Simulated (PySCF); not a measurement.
H2Cl2Si (SMILES Cl[SiH2]Cl), singlet, at a GFN2-xTB geometry. Base run: PBE0/6-31G*, TDA (PySCF).

Here is a job for PySCF.
```python
from pyscf import gto, scf, dft, tdscf

mol = gto.M(
    atom='''
Si   -0.02091660   -0.75395198    0.03636846
Cl    1.65234680    0.35850615    0.01659573
Cl   -1.63002508    0.44609452   -0.05540734
H    -0.06823602   -1.50249913    1.28292522
H    -0.01840094   -1.62038451   -1.13228636
''',
    basis='6-31g*',
    verbose=4,
)

mf = dft.RKS(mol)
mf.xc = 'pbe0'
mf.kernel()
td = mf.TDA()
td.nstates = 5
td.kernel()
td.analyze()
```

Variants of this job, named by their change:

| change | first excitation (eV) | oscillator strength of the first | second (eV) | core-seconds (rough) |
|---|---|---|---|---|
| base | 7.83 | 0.000 | 7.85 | 30 |
| functional = camb3lyp | 8.05 | 0.000 | 8.09 | 60 |
| functional = bhandhlyp | 8.38 | 0.000 | 8.43 | 40 |
| nstates = 2 | 7.83 | 0.000 | 7.85 | 20 |
| states = triplets | 7.45 | - | 7.51 | 30 |
| guess vectors = 13 for 5 states | 7.83 | 0.000 | 7.85 | 30 |
| functional = lc_wpbe | 8.44 | 0.000 | 8.49 | 80 |
| nstates = 10 | 7.83 | 0.000 | 7.85 | 40 |
| functional = wb97x | 8.29 | 0.000 | 8.33 | 70 |
| functional = blyp | 7.22 | 0.000 | 7.23 | 20 |
| functional = hf | 9.38 | 0.000 | 9.51 | 6 |

An iterative solver can miss low states, so a row lists the states that it found.
